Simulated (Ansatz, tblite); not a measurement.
Isomers of Cs3I4 (doublet), found by a short tight-binding search and relaxed with PBE0-D4/def2-SVP in Ansatz.

In the def2 sets Cs, I take a core potential; there is no spin–orbit coupling. The xTB rows come from tblite. Correlated methods freeze 16 core orbitals; core or outer-core shells of Cs, I are correlated, in sets that lack core-valence functions.

A: At PBE-D4/def2-SVP the gap within one spin of the charge 0 doublet nearly closes, so an electron or hole may be smeared out by delocalisation error. B: At PBE-D4/def2-SVP, PBE-D4/def2-TZVP, revPBE-D4/def2-TZVP the gap within one spin of the charge 0 doublet nearly closes, so an electron or hole may be smeared out by delocalisation error.

Other spin states weren't relaxed.

A:

```xyz
7

Cs   -1.7539   -0.1960    3.2591
Cs    1.5165    2.2620   -0.2543
Cs    0.0132   -2.0888   -3.0564
I     0.7574    2.3098    3.3212
I    -1.1318   -2.8107    0.5282
I    -1.9593    0.1438   -0.5888
I     2.5578    0.3798   -3.2090
```

B:

```csv
atom,x (Å),y (Å),z (Å)
Cs1,2.896,-0.554,0.961
Cs2,-0.602,3.380,-1.101
Cs3,-1.156,-1.928,-0.784
I4,1.356,0.577,-2.253
I5,-3.313,1.146,0.204
I6,-0.579,1.174,1.990
I7,1.398,-3.794,0.982
```

C:

| atom | x (Å) | y (Å) | z (Å) |
| --- | --- | --- | --- |
| Cs1 | 3.5687 | -0.6380 | -2.4146 |
| Cs2 | -0.3835 | -1.9887 | 0.9640 |
| Cs3 | -0.5106 | 2.1537 | -0.3369 |
| I4 | -0.0015 | -0.8464 | -2.6649 |
| I5 | -3.5741 | 0.0515 | 0.4985 |
| I6 | 2.6338 | 0.3702 | 0.8999 |
| I7 | -1.7329 | 0.8978 | 3.0539 |

Problem. Estimate which lies lowest at each level, and how far above it the others are (kcal/mol).

Solution. 
```
               level    A    B    C
            GFN1-xTB  9.8  2.4  0.0
            GFN2-xTB  0.0  2.3  5.1
        HF/def2-TZVP  0.0  0.0  1.8
     PBE-D4/def2-SVP  2.4  0.0  0.6
    PBE-D4/def2-TZVP  2.8  0.0  0.4
 revPBE-D4/def2-TZVP  2.0  0.0  0.9
 r2SCAN-D4/def2-TZVP  2.7  0.0  0.2
r2SCANh-D4/def2-TZVP  2.7  0.0  0.2
    PBE0-D4/def2-SVP  2.3  0.0  0.4
   PBE0-D4/def2-TZVP  2.7  0.0  0.3
   RPA@PBE/def2-TZVP  2.7  0.0  0.7
       MP2/def2-TZVP  3.2  0.0  0.1
```
Point groups (tolerance 0.1 Å): A Cs, B not assigned, C C2v. Lower isomers may exist.
